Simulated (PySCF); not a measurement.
CuHO, SMILES [OH][Cu], multiplicity 1. Geometry: r2SCAN-D4/def2-TZVP. The multiplicity is an assumed one; other spin states were not compared.

Computed equilibrium geometry at r2SCAN-D4/def2-TZVP (PySCF confirms it by a frequency run) as bond lengths and angles, and its point group:
point group Cs.
Atoms: Cu1 O2 H3. Bonded distances (Å): Cu1–O2 1.767, O2–H3 0.967. Angles (°): Cu1–O2–H3 107.2.
